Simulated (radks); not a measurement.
Results of a calculation; reference values are marked as such.
Problem. The table gives one normalised radial function P(r) = r R(r) (large component) of Tb3+ in [Xe] 4f8 (r in bohr). Level of theory: Dirac Kohn-Sham, BLYP, spin-unpolarised, spherical densities, finite nucleus; open shells fill j = l - 1/2 first; Fermi nuclear charge, rms radius 5.06 fm (a radial shooting solver on a logarithmic mesh with Libxc functionals).

| r | P |
|---|---|
| 0.0008866 | 0.0000 |
| 0.001173 | 0.0000 |
| 0.001552 | 0.0000 |
| 0.002054 | 0.0000 |
| 0.002696 | 0.0000 |
| 0.003567 | 0.0000 |
| 0.004719 | 0.0000 |
| 0.006244 | 0.0000 |
| 0.008196 | 0.0000 |
| 0.01084 | 0.0000 |
| 0.01435 | 0.0001 |
| 0.01898 | 0.0003 |
| 0.02512 | 0.0009 |
| 0.03297 | 0.0025 |
| 0.04362 | 0.0064 |
| 0.05772 | 0.0161 |
| 0.07637 | 0.0381 |
| 0.1002 | 0.0827 |
| 0.1326 | 0.1698 |
| 0.1755 | 0.3173 |
| 0.2322 | 0.5310 |
| 0.3048 | 0.7754 |
| 0.4033 | 0.9964 |
| 0.5336 | 1.0989 |
| 0.706 | 1.0388 |
| 0.9267 | 0.8583 |
| 1.226 | 0.6188 |
| 1.622 | 0.3885 |
| 2.147 | 0.2077 |
| 2.818 | 0.0931 |
| 3.728 | 0.0308 |
| 4.933 | 0.0066 |

Which n and l does it have? It may be an empty orbital.

Solution. n = 4, l = 3: the number of nodes gives n - l - 1 = 0, the rise at small r points to l (this Dirac orbital starts outside the nucleus as r^gamma with gamma = sqrt((l + 1)^2 - (Z/c)^2) = 3.97; the j = 7/2 orbital of l + 1 starts with the same power, but with a smaller coefficient, and then steepens), and the extent must fit the shell. The curve is that of 4f7/2; the two j differ most near the nucleus, where j = l - 1/2 has the larger amplitude, and in heavy atoms j = l - 1/2 is also the more compact. 4f7/2: eigenvalue -33.466 eV, 0 radial nodes, <r> = 0.836 bohr, 90 % of the charge inside 1.43 bohr.
